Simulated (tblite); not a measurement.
Compound: C4H8OSSi.
Numbering: `[CH3:1][C:2]#[C:3][Si@@H:4]([OH:5])[S:6][CH3:7]` (hydrogens: H8, H9, H10 on C1; H11 on Si4; H12 on O5; H13, H14, H15 on C7)

Computed with GFN2-xTB (tblite), gas phase: L-BFGS steps from a force-field or distance-geometry start until the largest atomic force falls under 0.01 eV/Å.

Step 42: E = -590.1174 eV
```
atom  x, y, z in Å  |  force x, y, z in eV/Å
C1     -3.4490   -0.2258    0.0752    0.001   0.015   0.005
C2     -2.0282   -0.3140   -0.1570    0.039   0.038  -0.037
C3     -0.8474   -0.3625   -0.3940    0.021  -0.013  -0.002
Si4     0.9032   -0.4344   -0.9637   -0.001  -0.093  -0.029
O5      0.9145    0.0547   -2.5100    0.018  -0.013   0.024
S6      2.2237    0.8623    0.1511   -0.022   0.010   0.035
C7      2.6280   -0.2140    1.5565    0.006  -0.007   0.012
H8     -3.6567    0.1126    1.0884    0.010  -0.017   0.053
H9     -3.8736    0.4890   -0.6281   -0.058   0.018  -0.017
H10    -3.9125   -1.1981   -0.0847   -0.015  -0.020   0.025
H11     1.4563   -1.7801   -0.8425   -0.009   0.020  -0.040
H12     1.4836    0.7586   -2.8070    0.034   0.020  -0.007
H13     3.0320   -1.1529    1.1929    0.019  -0.031  -0.023
H14     3.3786    0.3051    2.1430   -0.013   0.017   0.023
H15     1.7433   -0.3983    2.1580   -0.030   0.055  -0.020
```

Step 43: E = -590.1187 eV
```
atom  x, y, z in Å  |  force x, y, z in eV/Å
C1     -3.4428   -0.2232    0.0792   -0.002   0.008   0.003
C2     -2.0218   -0.3069   -0.1536    0.036   0.019  -0.040
C3     -0.8426   -0.3678   -0.3959    0.001   0.011   0.006
Si4     0.9061   -0.4367   -0.9704   -0.017  -0.106  -0.030
O5      0.9153    0.0545   -2.5158    0.016  -0.014   0.021
S6      2.2242    0.8568    0.1482   -0.006   0.005   0.045
C7      2.6228   -0.2150    1.5601   -0.012   0.013   0.011
H8     -3.6547    0.1120    1.0923    0.022  -0.005   0.057
H9     -3.8710    0.4889   -0.6243   -0.056   0.023  -0.016
H10    -3.9011   -1.1978   -0.0812   -0.021  -0.028   0.019
H11     1.4513   -1.7852   -0.8580    0.011   0.009  -0.032
H12     1.4794    0.7625   -2.8120    0.039   0.030  -0.011
H13     3.0314   -1.1552    1.2033    0.025   0.002  -0.013
H14     3.3646    0.3148    2.1492   -0.010  -0.021   0.012
H15     1.7344   -0.3992    2.1570   -0.025   0.054  -0.031
```

Step 44: E = -590.1197 eV
```
atom  x, y, z in Å  |  force x, y, z in eV/Å
C1     -3.4395   -0.2207    0.0816   -0.004   0.003   0.002
C2     -2.0178   -0.2998   -0.1535    0.011  -0.003  -0.035
C3     -0.8396   -0.3734   -0.3978   -0.017   0.032   0.009
Si4     0.9081   -0.4402   -0.9751   -0.025  -0.070  -0.021
O5      0.9170    0.0542   -2.5192    0.032   0.007   0.005
S6      2.2235    0.8543    0.1473   -0.006  -0.021   0.040
C7      2.6198   -0.2159    1.5622   -0.021   0.024   0.010
H8     -3.6531    0.1106    1.0963    0.035   0.005   0.037
H9     -3.8733    0.4892   -0.6218   -0.040   0.013   0.005
H10    -3.8937   -1.1979   -0.0778   -0.013  -0.017   0.012
H11     1.4490   -1.7887   -0.8687    0.032  -0.020  -0.025
H12     1.4789    0.7651   -2.8142    0.024   0.012  -0.001
H13     3.0316   -1.1574    1.2091    0.015   0.046   0.004
H14     3.3559    0.3209    2.1533   -0.008  -0.050  -0.001
H15     1.7286   -0.3981    2.1562   -0.015   0.043  -0.040
```

Step 45: E = -590.1204 eV
```
atom  x, y, z in Å  |  force x, y, z in eV/Å
C1     -3.4413   -0.2191    0.0815   -0.006  -0.003   0.004
C2     -2.0193   -0.2941   -0.1580   -0.020  -0.020  -0.024
C3     -0.8415   -0.3764   -0.4016   -0.021   0.042   0.004
Si4     0.9071   -0.4428   -0.9761   -0.019  -0.028  -0.006
O5      0.9212    0.0549   -2.5188    0.027   0.004  -0.002
S6      2.2173    0.8557    0.1518   -0.016  -0.033   0.005
C7      2.6217   -0.2162    1.5622   -0.028   0.026   0.006
H8     -3.6529    0.1083    1.0985    0.042   0.013   0.012
H9     -3.8820    0.4891   -0.6203   -0.023   0.001   0.026
H10    -3.8929   -1.1985   -0.0758   -0.001  -0.004   0.006
H11     1.4478   -1.7901   -0.8705    0.043  -0.039  -0.020
H12     1.4872    0.7634   -2.8119    0.023   0.013   0.000
H13     3.0322   -1.1579    1.2072    0.010   0.058   0.010
H14     3.3585    0.3220    2.1505    0.011  -0.052   0.006
H15     1.7327   -0.3960    2.1593   -0.024   0.022  -0.028
```

Q: Estimate the geometry and energy of step 46. (The exact step hangs on the optimiser's Hessian estimate; all steps are aligned on step 45, rigid shifts and turns removed.)

A: E = -590.1210 eV, largest force 0.083 eV/Å
```
atom  x, y, z in Å  |  force x, y, z in eV/Å
C1     -3.4393   -0.2174    0.0829   -0.007  -0.007   0.008
C2     -2.0169   -0.2908   -0.1588   -0.051  -0.030  -0.015
C3     -0.8392   -0.3793   -0.4005   -0.009   0.044  -0.005
Si4     0.9086   -0.4474   -0.9787   -0.011   0.021   0.003
O5      0.9214    0.0546   -2.5201    0.053   0.032  -0.018
S6      2.2197    0.8540    0.1491   -0.023  -0.055  -0.005
C7      2.6185   -0.2161    1.5628   -0.020   0.023   0.007
H8     -3.6499    0.1080    1.1016    0.048   0.015  -0.016
H9     -3.8838    0.4899   -0.6187   -0.007  -0.013   0.048
H10    -3.8894   -1.1985   -0.0734    0.009   0.014   0.004
H11     1.4515   -1.7931   -0.8761    0.045  -0.052  -0.018
H12     1.4846    0.7669   -2.8129   -0.006  -0.025   0.022
H13     3.0331   -1.1581    1.2107   -0.015   0.078   0.023
H14     3.3519    0.3222    2.1557    0.004  -0.049  -0.005
H15     1.7249   -0.3928    2.1545   -0.008   0.004  -0.032
```

The energy changes by -0.0007 eV. The first-order estimate −F·Δx gives -0.0010 eV and the mean of the old and new forces, exact on a quadratic surface, -0.0007 eV. The step makes an angle of 72° with the force vector and moves no atom by more than 0.010 Å.

The cost below is that of the whole relaxation. On one thread of an Intel Xeon at 2.50 GHz, on a shared host, this took 2.9 s wall.
